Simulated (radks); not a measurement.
Values are calculated unless marked as measured or tabulated.
Problem. The selenium ion Se4+, [Ar] 3d10 4s2. Code: a radial shooting solver on a logarithmic mesh with Libxc functionals. Model: non-relativistic Kohn-Sham, PBE, spin-polarised, spherical densities, point nucleus. Every spin shell is full or empty, so the densities are truly spherical. Functionals are evaluated on that one density, not self-consistently. Rank these orbital-free kinetic functionals by their error against the exact value of the orbitals, and give that value: Thomas-Fermi, von Weizsacker, TF + vW, TF + vW/5, APBEK, revAPBEK, Thakkar, Pearson, LKT, PG1, DePristo-Kress, Ernzerhof.

Solution. Exact: 2395.98 hartree. From best to worst, with 100 (|E| - |E exact|)/|E exact| (equal figures are ties): APBEK +0.08, DePristo-Kress -0.11, revAPBEK +0.30, Ernzerhof -0.40, Thakkar -0.50, Pearson -1.14, TF + vW/5 +3.45, Thomas-Fermi -6.03, PG1 +17.69, LKT +22.36, TF + vW +41.38, von Weizsacker -52.59.
